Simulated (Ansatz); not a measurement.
cyclohexane (C₆H₁₂), singlet, at a GFN2-xTB geometry; CASSCF(2,3)/STO-3G run with Ansatz (a first-principles code).

Input for Ansatz:
Ansatz 0.2 input:
```yaml
crystal:
  periodic: [false, false, false]
  atoms:
    - {symbol: C, position_ang: [-0.65342719, 1.12785033, -0.67385261]}
    - {symbol: C, position_ang: [0.76040020, 1.24983573, -0.11310605]}
    - {symbol: C, position_ang: [1.45803252, -0.10713894, -0.12551185]}
    - {symbol: C, position_ang: [0.65342719, -1.12785033, 0.67385261]}
    - {symbol: C, position_ang: [-0.76040020, -1.24983573, 0.11310605]}
    - {symbol: C, position_ang: [-1.45803252, 0.10713894, 0.12551185]}
    - {symbol: H, position_ang: [-0.60183522, 0.80966496, -1.71793221]}
    - {symbol: H, position_ang: [-1.15095342, 2.09982864, -0.64473480]}
    - {symbol: H, position_ang: [1.33401528, 1.96908217, -0.70197983]}
    - {symbol: H, position_ang: [0.71121256, 1.62146226, 0.91328576]}
    - {symbol: H, position_ang: [1.55708191, -0.45308207, -1.15726686]}
    - {symbol: H, position_ang: [2.46236684, -0.01359637, 0.29363537]}
    - {symbol: H, position_ang: [1.15095342, -2.09982864, 0.64473480]}
    - {symbol: H, position_ang: [0.60183522, -0.80966496, 1.71793221]}
    - {symbol: H, position_ang: [-1.33401528, -1.96908217, 0.70197983]}
    - {symbol: H, position_ang: [-0.71121256, -1.62146226, -0.91328576]}
    - {symbol: H, position_ang: [-1.55708191, 0.45308207, 1.15726686]}
    - {symbol: H, position_ang: [-2.46236684, 0.01359637, -0.29363537]}
basis:
  gaussian:
    orbitals: STO-3G
hamiltonian:
  xc: hf
magnetization: {spin_polarized: false}
correlation: {active_space: {window: {electrons: 2, orbitals: 3}}}
```

It wrote (shortened):

```
Functional definition: HF
618 factors; integrals over basis functions are off by at most 4.4e-5 eV
mean field evaluation 1: about -6297.3825 eV, gradient 1.6e1 eV
mean field evaluation 2: about -6297.8504 eV, gradient 1.6e1 eV
mean field evaluation 4: about -6298.9045 eV, gradient 6.3e-1 eV
mean field evaluation 8: about -6298.9050 eV, gradient 2.5e-5 eV
mean field -6298.90500896 eV, -231.4804895281 hartree, gradient 2.5e-6 eV, S^2 0.000000; 0 other end points of the search recorded, 0 dependent functions left out
reference -6298.90500896 eV, -231.4804895281 hartree; 24, 24 occupied and 18, 18 virtual orbitals, 618 factors
state -6299.34502081 eV, -231.4966596655 hartree
2 active orbitals were swapped for others, from the solution at -6299.30321143 eV, -231.4951231988 hartree to that at -6299.34502081 eV, -231.4966596655 hartree; typed "places" are swapped only where nearly empty or full, and so, without "given_window_search", are "orbital_numbers", "shells" and a window whose orbitals a file names under [Active]
Total energy: -6299.34502081 eV, -231.4966596655 hartree
```
